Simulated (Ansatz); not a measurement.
Results of the Gaussian-basis code of Ansatz.

A structure relaxed at PBE0-D4/def2-TZVP, charge 0, multiplicity 1:

```xyz
15

C     1.0771    2.4400   -1.2518
O     0.2677    1.5612   -0.5410
Zr   -0.6296    0.2476    0.5059
O    -0.5648    0.6183    2.3890
Se   -3.1088    0.3327   -0.3566
O     0.0924   -1.4867    0.1751
C     0.6193   -2.7442   -0.0864
H     0.4680    3.0440   -1.9314
H     1.6055    3.1140   -0.5698
H     1.8168    1.8917   -1.8442
H    -0.4222    0.8725    3.2949
H    -3.5125   -0.6149    0.6949
H     0.8903   -3.2500    0.8465
H    -0.1151   -3.3612   -0.6146
H     1.5158   -2.6650   -0.7105
```

Problem. Give its formula and SMILES.

Solution. C2H8O3SeZr, `C[O][Zr]([OH])([SeH])[O]C`.

Problem. Point group (tolerance 0.08 Å, 0.16 Å for H)?

Solution. C1.

Problem. Summarise the bond lengths by kind.

Solution. 2 × C–O 1.388 to 1.390 Å; 6 × C–H 1.094 to 1.095 Å; 3 × O–Zr 1.904 to 1.920 Å; 1 × Se–Zr 2.626 Å; 1 × H–O 0.952 Å; 1 × H–Se 1.472 Å.
